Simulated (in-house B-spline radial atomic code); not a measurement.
The numbers below are computed, except where a source is named.
From levels and matrix elements to observables: Te XLII (Te41+)

One electron outside the [He] 2s2 2p6 core, from an all-electron radial atomic-structure program (B-spline basis): Brueckner orbitals with a screened correlation potential on Dirac-Hartree-Fock, Breit and QED terms for the lowest states, dipole elements in length form with static core polarisation. The core's own polarisability, by RPA, is 0.0002238 bohr³.

```tsv
state	removal energy (cm⁻¹)	size of the reduced dipole element to 3s1/2 (a.u.)
3s1/2	24524088	-
4s1/2	13334218	-
3p1/2	23759273	0.2196
3p3/2	23176485	0.3166
4p1/2	13018370	0.08279
4p3/2	12781545	0.1024
```

Use R = 109737.3 cm⁻¹, 1 hartree = 219474.6 cm⁻¹, c = 137.036 and 1 a.u. of rate = 4.1341e16 s⁻¹.

(1) Find the quantum defects of the two s states and predict 5s1/2.

(2) What are the wavelength, oscillator strength and rate of 3s1/2–3p3/2?

Answers

(1) With n* = 42 √(R/E): 3s1/2 has n* = 2.8095, δ = 0.1905; 4s1/2 has n* = 3.8102, δ = 0.1898. Ritz's form δ = δ0 + b/n*² gives b = 0.011, δ0 = 0.1891, so with n* ≈ 5 − 0.1898, δ = 0.1896 and E = R × 42²/(5 − 0.1896)² = 8365322 cm⁻¹. The program finds 8372516 cm⁻¹.

(2) ΔE = 1347603 cm⁻¹ = 6.14013 hartree, λ = 7.4206 nm in vacuum. f = (2/3) ΔE D²/(2j + 1 of the lower state) = (2/3) × 6.14013 × 0.3166²/2 = 0.2052. A = (4/3) ΔE³ D²/(c³ (2j' + 1)) = 3.0056e-06 a.u. = 1.243e+11 s⁻¹, a partial lifetime of 0.008048 ns.
